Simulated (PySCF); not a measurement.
C4H7NSi, SMILES C(/[SiH3])=C(\C)C#N.

Geometry: PBE0-D3(BJ)/def2-SVP. The geometry has at least one imaginary mode, so it is a saddle point at that level. The structure was generated by enumeration; whether it is a known compound was not checked.

Method: PBE/def2-TZVP (PySCF).

Gas-phase values at a fixed geometry.

Computed frontier levels, gap, dipole moment and polarisability:
| Quantity | Value |
|---|---|
| highest occupied level | -6.95 eV |
| lowest empty level | -2.77 eV |
| orbital gap | 4.18 eV |
| dipole moment | 3.84 D |
| quadrupole, principal values (traceless, Buckingham form, about the centre of nuclear charge) | -9.70, 1.23, 8.47 D·Å |
| mean static polarisability | 81.9 bohr³ (12.13 Å³) |
| polarisability, principal values | 57.8, 86.2, 101.6 bohr³ |
